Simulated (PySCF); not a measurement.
Species: C₅H₈OSi.
Cartesian coordinates in Å at the PBE0-D3(BJ)/def2-SVP level; atoms count from 1:
```xyz
15
C5H8OSi angstrom
C     -2.5381    0.3284   -0.3291
O     -1.6089   -0.6793   -0.0237
C     -0.3211   -0.3277    0.0331
C      0.2332    0.8975   -0.1598
C      1.6987    0.9412   -0.0208
C      2.3675   -0.1969    0.2792
Si     1.0876   -1.5407    0.4247
H     -3.5307   -0.1391   -0.3379
H     -2.5185    1.1318    0.4281
H     -2.3340    0.7727   -1.3193
H     -0.3241    1.8062   -0.3998
H      2.2089    1.9011   -0.1657
H      3.4520   -0.2245    0.3945
H      0.9431   -2.1478    1.7824
H      1.1862   -2.6398   -0.5825
```

Method used: core-valence-separated Tamm–Dancoff BHandHLYP/aug-pcX-1 (pcseg-1 on H, def2-SVPD on Si) in PySCF, non-relativistic, gas phase, PBE0-D3(BJ)/def2-SVP geometry. BHandHLYP without relativity tends to put these K edges a few eV too low, so spacings mean more than positions.

The lowest roots of each edge with f over 0.003 (five at most, numbered afresh; weaker and dark ones are left out), with transition dipoles (au) in the frame of the coordinates:

```
root  edge  E (eV)       μx       μy       μz
   1     C  281.95  -0.0079   0.0161   0.0784
   2     C  282.47   0.0088  -0.0178  -0.0866
   3     C  282.84  -0.0076   0.0155   0.0753
   4     C  283.42   0.0093  -0.0188  -0.0915
   5     C  285.25  -0.0197   0.0301  -0.0082
   6     O  532.75   0.0033  -0.0067  -0.0322
   7     O  534.29   0.0103  -0.0289   0.0071
   8     O  534.70   0.0121  -0.0180   0.0050
   9     O  535.62   0.0088  -0.0148   0.0040
  10     O  536.13  -0.0339  -0.0006  -0.0034
```

Problem. What are the oscillator strengths?

Solution. f = (2/3) ΔE |μ|², with ΔE in hartree (27.2114 eV):

```csv
root,ΔE (Eh),|μ|² (au),f,core hole on
1,10.3615,0.006467,0.045,C6
2,10.3805,0.007901,0.055,C5
3,10.3941,0.005972,0.041,C4
4,10.4156,0.008817,0.061,C3
5,10.4827,0.001362,0.010,C6
6,19.5782,0.001094,0.014,O2
7,19.6349,0.000993,0.013,O2
8,19.6498,0.000495,0.006,O2
9,19.6835,0.000313,0.004,O2
10,19.7023,0.001162,0.015,O2
```

Problem. Molecules are fixed in this frame and the field points along (1, 1, 0)/√2. What effective strengths 3 f cos²θ do the roots have (θ between field and μ)?

Solution. root 1 (C6): 0.001, root 2 (C5): 0.001, root 3 (C4): 0.001, root 4 (C3): 0.001, root 5 (C6): 0.001, root 6 (O2): 0.000, root 7 (O2): 0.007, root 8 (O2): 0.001, root 9 (O2): 0.001, root 10 (O2): 0.023. Root 10 is the strongest. Averaged over all orientations cos²θ is 1/3, which gives f back.

Cost: about 40 s of CPU time on one thread; the machine was shared, so the figure is rough.

One conformer stands for the species.
